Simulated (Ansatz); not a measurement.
Input file for Ansatz (a first-principles code): R-B3LYP-D3(BJ)/def2-TZVP on H2O (SMILES O).

Ansatz 0.2 input:
```yaml
crystal:
  periodic: [false, false, false]
  atoms:
    - {symbol: O, position_ang: [0.00000000, 0.00000000, 0.39750000]}
    - {symbol: H, position_ang: [0.00000000, 0.76320000, -0.19880000]}
    - {symbol: H, position_ang: [0.00000000, -0.76320000, -0.19880000]}
basis:
  gaussian:
    orbitals: def2-TZVP
hamiltonian:
  xc: b3lyp
  dispersion: d3bj
relax: {f_tol: 0.004, max_steps: 120}
scf: {lower_state_search: off}
```

The log:

```
WARN ansatz: RAYON_NUM_THREADS=1 ignored (pool sized by the plan → 1); use --threads N
Functional definition: B3LYP
these checks for a lower state are left out or cut short: stability, starts, cluster_reference, orbital_swaps, neighbouring_geometries, increment
integrals: 0.00 GiB planned
239 factors; their error is unknown
mean field: 0.07 GiB planned
mean field evaluation 1: about -2076.1204 eV, gradient 5.4e1 eV
mean field evaluation 2: about -2068.0811 eV, gradient 8.6e1 eV
mean field evaluation 4: about -2080.6596 eV, gradient 2.5e-1 eV
mean field evaluation 8: about -2080.6617 eV, gradient 2.7e-3 eV
mean field -2080.66171611 eV, -76.4629077438 hartree, gradient 4.3e-6 eV, S^2 0.000000; 0 other end points of the search recorded, 0 dependent functions left out
the calculation of the forces begins
reference -2080.66185361 eV, -76.4629127968 hartree; 5, 5 occupied and 38, 38 virtual orbitals, 239 factors
relax step   1: F+E_penalty+E_count = -2080.67733270 eV  Δ(F+E_penalty+E_count) = +0.000e0 eV  max|allowed force component| = 4.367e-1 eV/Å  Δτ_max = 0.0000 Å  (13 SCF iters, accepted)
these checks for a lower state are left out or cut short: stability, starts, cluster_reference, orbital_swaps, neighbouring_geometries, increment
integrals: 0.00 GiB planned
239 factors; their error is unknown
mean field: 0.07 GiB planned
mean field evaluation 16: about -2080.6610 eV, gradient 4.9e-1 eV
mean field -2080.66350872 eV, -76.4629736209 hartree, gradient 1.2e-6 eV, S^2 0.000000; 0 other end points of the search recorded, 0 dependent functions left out
the calculation of the forces begins
reference -2080.66364556 eV, -76.4629786498 hartree; 5, 5 occupied and 38, 38 virtual orbitals, 239 factors
relax step   2: F+E_penalty+E_count = -2080.67912459 eV  Δ(F+E_penalty+E_count) = -1.792e-3 eV  max|allowed force component| = 1.820e-1 eV/Å  Δτ_max = 0.0036 Å  (19 SCF iters, accepted)
these checks for a lower state are left out or cut short: stability, starts, cluster_reference, orbital_swaps, neighbouring_geometries, increment
integrals: 0.00 GiB planned
239 factors; their error is unknown
mean field: 0.07 GiB planned
mean field -2080.66401127 eV, -76.4629920894 hartree, gradient 1.2e-6 eV, S^2 0.000000; 0 other end points of the search recorded, 0 dependent functions left out
the calculation of the forces begins
reference -2080.66414765 eV, -76.4629971012 hartree; 5, 5 occupied and 38, 38 virtual orbitals, 239 factors
relax step   3: F+E_penalty+E_count = -2080.67962618 eV  Δ(F+E_penalty+E_count) = -5.016e-4 eV  max|allowed force component| = 1.540e-2 eV/Å  Δτ_max = 0.0037 Å  (19 SCF iters, accepted)
these checks for a lower state are left out or cut short: stability, starts, cluster_reference, orbital_swaps, neighbouring_geometries, increment
integrals: 0.00 GiB planned
239 factors; their error is unknown
mean field: 0.07 GiB planned
mean field evaluation 32: about -2080.6618 eV, gradient 2.6e-1 eV
mean field -2080.66402695 eV, -76.4629926657 hartree, gradient 1.2e-6 eV, S^2 0.000000; 0 other end points of the search recorded, 0 dependent functions left out
the calculation of the forces begins
reference -2080.66416331 eV, -76.4629976769 hartree; 5, 5 occupied and 38, 38 virtual orbitals, 239 factors
relax step   4: F+E_penalty+E_count = -2080.67964164 eV  Δ(F+E_penalty+E_count) = -1.546e-5 eV  max|allowed force component| = 4.637e-4 eV/Å  Δτ_max = 0.0009 Å  (19 SCF iters, accepted)
Total energy: -2080.67977800 eV, -76.4635715061 hartree
Atom 0 at    -0.000000    -0.000000     0.389611 Å, force    -0.000000     0.000000    -0.000141 eV/Å
Atom 1 at    -0.000000     0.764986    -0.194856 Å, force     0.000000     0.000464     0.000070 eV/Å
Atom 2 at     0.000000    -0.764986    -0.194856 Å, force    -0.000000    -0.000464     0.000070 eV/Å
Dipole moment:     0.000000    -0.000000    -0.429653 e Å
Checks for a lower state left out: stability, starts, cluster_reference, orbital_swaps, neighbouring_geometries, increment
```

Self-consistency was reached.

Cost: very roughly 1.3 core-seconds.
